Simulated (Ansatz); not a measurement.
Te(NH2)(OSiH3) (H5NOSiTe), SMILES N[Te]O[SiH3].

Coordinates come from a B3LYP-D3(BJ)/def2-SVP optimisation. The def2 effective core potentials stand for the cores of Te; spin–orbit coupling is left out. The values are those of a single conformer.

Two levels are set side by side: PBE/def2-SVPD (Ansatz, a first-principles code) and PBE0/def2-SVPD (Ansatz). Energy differences of separate SCF runs at the same geometry; the states with an electron removed or added have multiplicity 2 and 2. Differences are taken from unrounded values.

```csv
quantity,PBE0,PBE,PBE minus PBE0
vertical ionisation energy (eV),8.42,8.24,-0.18
vertical singlet–triplet gap (eV),2.47,2.43,-0.04
```
